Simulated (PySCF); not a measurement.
This PySCF input asks for the NMR shieldings of `CC[C@H](BOB)C#CC`, C₆H₁₂B₂O; the geometry comes from GFN2-xTB.

```python
import basis_set_exchange as bse
import numpy as np
from pyscf import gto, dft
from pyscf.prop import nmr

atoms = """
B     3.931632    0.205202   -0.590256
O     2.751513    0.611573   -0.238952
B     1.544726    0.959550    0.086373
C     0.308681    0.017372   -0.362424
C    -0.968723    0.703406   -0.288505
C    -2.025184    1.263985   -0.204966
C    -3.298164    1.950558   -0.115081
C     0.279970   -1.253303    0.516220
C    -0.737541   -2.270083    0.012656
H     4.393975    0.578867   -1.609643
H     4.529119   -0.527015    0.117046
H     1.372802    1.934254    0.727948
H     0.456779   -0.306793   -1.401504
H    -3.262322    2.702922    0.672973
H    -4.094381    1.241193    0.112069
H    -3.525479    2.442011   -1.061161
H     1.276333   -1.702425    0.520604
H     0.033776   -0.967552    1.541428
H    -0.477323   -2.609097   -0.988238
H    -1.727491   -1.821140   -0.023502
H    -0.771617   -3.136543    0.669728
"""
names = dict.fromkeys(["B", "O", "C", "H"], "pcSseg-1")
basis = {el: gto.basis.parse(bse.get_basis(n, elements=[el], fmt="nwchem")) for el, n in names.items()}
mol = gto.M(atom=atoms, basis=basis, charge=0, verbose=0)
mf = dft.RKS(mol, xc="PBE0")
mf.grids.level = 2
mf.grids.alignment = dft.numint.BLKSIZE   # the property module wants whole blocks of grid points
mf.conv_tol = 1e-9
mf.kernel()

calc = nmr.RKS(mf)   # GIAO
C = mf.mo_coeff
Co = C[:, mf.mo_occ > 0]
resp = mf.gen_response(singlet=True, hermi=2)
def vind(x):   # induced exchange potential for any number of trial vectors
    d = np.einsum("pi,xij,qj->xpq", C, 2 * x.reshape(-1, C.shape[1], Co.shape[1]), Co, optimize=True)
    return np.einsum("xpq,pi,qj->xij", resp(d - d.transpose(0, 2, 1)), C, Co, optimize=True).ravel()
mo1, _ = nmr.rhf.solve_mo1(calc, with_cphf=vind)
sigma = calc.kernel(mo1)
for i, s in enumerate(sigma):   # ppm
    print("%2d %-2s %9.2f" % (i, mol.atom_pure_symbol(i), np.trace(s) / 3))
```

Problem. Give the expected output.

Solution. 
```
 0 B      60.63
 1 O      15.40
 2 B      58.22
 3 C     155.18
 4 C      98.10
 5 C     104.06
 6 C     181.95
 7 C     161.14
 8 C     170.19
 9 H      26.38
10 H      26.33
11 H      26.13
12 H      30.11
13 H      29.67
14 H      29.69
15 H      29.66
16 H      30.35
17 H      30.37
18 H      31.00
19 H      29.84
20 H      30.51
```

These numbers come from an equivalent density-fitted implementation of the same equations, which agrees with the script to about 0.01 ppm for H and up to a few tenths of a ppm for heavy atoms, so last digits may differ.

Size and cost of the density-fitted run: 213 basis functions, 51 s wall time on 1 thread of an Intel Xeon Platinum 8488C, shared host; peak memory 0.95 GiB.
